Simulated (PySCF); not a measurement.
C5H4F2, SMILES FC1(F)C=CC=C1.

Coordinates come from a PBE-D3(BJ)/def2-SVP optimisation. The values are those of a single conformer.

Two levels are set side by side: PBE/def2-TZVP (PySCF) and B3LYP/def2-TZVP (PySCF). Same geometry, gas phase. Differences are taken from unrounded values.

```
quantity                     B3LYP
---------------------------  -----
orbital gap (eV)              4.63
highest occupied level (eV)  -6.81
lowest empty level (eV)      -2.18
dipole moment (D)             2.57
mean polarisability (bohr³)   54.8
```

Problem. What does PBE give, and how far is it from B3LYP? (The exact figures need the calculation; the answer reports its results.)

Solution. 
| quantity | PBE | PBE minus B3LYP |
|---|---|---|
| orbital gap (eV) | 3.03 | -1.60 |
| highest occupied level (eV) | -5.94 | 0.87 |
| lowest empty level (eV) | -2.91 | -0.73 |
| dipole moment (D) | 2.33 | -0.24 |
| mean polarisability (bohr³) | 56.0 | 1.2 |

PBE's occupied levels lie high since its potential decays too fast outside the molecule; exact exchange lowers them and widens the gap. Differences between two approximate levels are no errors against the true value.

Rough cost on one machine, each run with all the roots and properties that it gave: B3LYP against PBE within a factor of 2.
